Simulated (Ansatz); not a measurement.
Reaction (ligand exchange at the Al–N bond): `[NH2][Al]([NH2])[NH2]` + H₂S → `[NH2][Al]([NH2])[SH]` + NH₃

Computed with Ansatz on PBE0-D4/def2-TZVP structures; ΔE is electronic, products minus reactants. CCSD(T)/CBS adds triple-zeta CCSD(T) − MP2 to the extrapolated MP2 energy (def2 sets, frozen cores). This one scheme is used for every species. Functionals use def2-TZVPP. One conformer a species, not always the lowest.

`[NH2][Al]([NH2])[NH2]`:

Cartesian coordinates in Å:
```
N -0.659 1.614 -0.310
Al 0.001 0.000 -0.001
N 1.435 -0.189 1.020
N -0.776 -1.425 -0.710
H -1.561 1.801 -0.715
H -0.187 2.479 -0.106
H 1.980 -1.031 1.099
H 1.825 0.529 1.606
H -1.469 -1.401 -1.438
H -0.588 -2.376 -0.444
```

H₂S:

```xyz
3

S     0.512   -0.349    0.016
H     0.289    0.973   -0.016
H    -0.801   -0.625    0.000
```

`[NH2][Al]([NH2])[SH]`:

```xyz
9

N    -1.188    1.000    0.131
Al    0.215   -0.047   -0.092
N     0.505   -1.443    0.945
S     1.669    0.355   -1.681
H    -1.334    1.874   -0.344
H    -1.945    0.820    0.770
H     1.224   -2.129    0.783
H    -0.007   -1.667    1.782
H     0.862    1.238   -2.294
```

NH₃:

Z-matrix (Å, degrees):
```
N
H 1 1.013
H 1 1.013 2 107.1
H 1 1.013 2 107.1 3 -114.5
```

| species | revPBE-D4 energy (Eh) |
| --- | --- |
| `[NH2][Al]([NH2])[NH2]` | -410.40601 |
| H₂S | -399.33581 |
| `[NH2][Al]([NH2])[SH]` | -753.18691 |
| NH₃ | -56.56949 |

(1) Work out ΔE.

Largest T1 diagnostic among the species: 0.010.

## Answers

(1) ΔE = (-753.18691) + (-56.56949) − (-410.40601) − (-399.33581) = -0.01458 Eh = -0.40 eV. CCSD(T)/CBS gives -0.33 eV.

Leaving LDA and LC-ωPBE aside and taking each functional with its dispersion term where it has one, the values, not all of them listed here, spread over 0.13 eV, from HSE06-D4 to CAM-B3LYP-D4. LDA lies +0.05 eV from PBE without D4.
